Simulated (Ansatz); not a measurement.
Basis-set series for `[F][Sn]([F])[SH]` radical. Total charge 0; spin multiplicity 2. Sn takes the def2 core potential. All single points use the PBE0-D4/def2-TZVP geometry. It is one conformer, not always the lowest.

```csv
functional,basis,functions,energy (Eh),HOMO (eV),LUMO (eV)
PBE0-D4,def2-TZVPP,168,-812.63961,-7.63,-4.81
PBE0-D4,def2-QZVPP,296,-812.66641,-7.65,-4.83
ωB97M-V,def2-TZVPP,168,-812.84242,-9.63,-3.04
ωB97M-V,def2-QZVPP,296,-812.86805,-9.66,-3.10
```

Q: Give the rows for def2-SVP. (Estimate.)

A: The calculation gave: 
| functional | basis | functions | energy (Eh) | HOMO (eV) | LUMO (eV) |
| --- | --- | --- | --- | --- | --- |
| PBE0-D4 | def2-SVP | 77 | -812.22723 | -7.47 | -4.67 |
| ωB97M-V | def2-SVP | 77 | -812.42516 | -9.43 | -2.83 |

HOMO and LUMO are taken over both spins.

Results of the Gaussian-basis code of Ansatz.
